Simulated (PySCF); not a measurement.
Radial density of Tm²⁺ (thulium, charge +2)

HSE06, [Xe] 4f12 6s1, 6s spin antiparallel (an excited configuration). Computed with PySCF 2.14 in cc-pVDZ-X2C (8s7p5d3f1g, 84 functions), with scalar relativity by spin-free X2C-1e.

```json
{"r (bohr)": "0.0180", "4πr²ρ (e/bohr)": "89.45", "4πr²(ρα − ρβ)": "0.0004"}
{"r (bohr)": "0.0302", "4πr²ρ (e/bohr)": "83.89", "4πr²(ρα − ρβ)": "0.0029"}
{"r (bohr)": "0.0508", "4πr²ρ (e/bohr)": "118.6", "4πr²(ρα − ρβ)": "-0.0030"}
{"r (bohr)": "0.0854", "4πr²ρ (e/bohr)": "107.3", "4πr²(ρα − ρβ)": "0.0119"}
{"r (bohr)": "0.144", "4πr²ρ (e/bohr)": "104.9", "4πr²(ρα − ρβ)": "0.1532"}
{"r (bohr)": "0.242", "4πr²ρ (e/bohr)": "79.23", "4πr²(ρα − ρβ)": "1.0360"}
{"r (bohr)": "0.407", "4πr²ρ (e/bohr)": "59.16", "4πr²(ρα − ρβ)": "2.6676"}
{"r (bohr)": "0.684", "4πr²ρ (e/bohr)": "38.08", "4πr²(ρα − ρβ)": "2.2771"}
{"r (bohr)": "1.15", "4πr²ρ (e/bohr)": "13.37", "4πr²(ρα − ρβ)": "0.6757"}
{"r (bohr)": "1.93", "4πr²ρ (e/bohr)": "3.188", "4πr²(ρα − ρβ)": "-0.0843"}
{"r (bohr)": "3.25", "4πr²ρ (e/bohr)": "0.4501", "4πr²(ρα − ρβ)": "-0.3670"}
{"r (bohr)": "5.47", "4πr²ρ (e/bohr)": "0.07351", "4πr²(ρα − ρβ)": "-0.0733"}
{"r (bohr)": "9.21", "4πr²ρ (e/bohr)": "0.0008794", "4πr²(ρα − ρβ)": "-0.0009"}
```

Densities and radii are taken from the X2C orbitals without a picture-change correction, which distorts them close to the nucleus.

⟨L²⟩ = 24.01 against 30 for a pure H term, so this real determinant mixes terms. Spin-orbit coupling, absent here, splits the open shell strongly. With the s spin flipped the determinant is a mixture of two multiplicities, not a spectroscopic state.
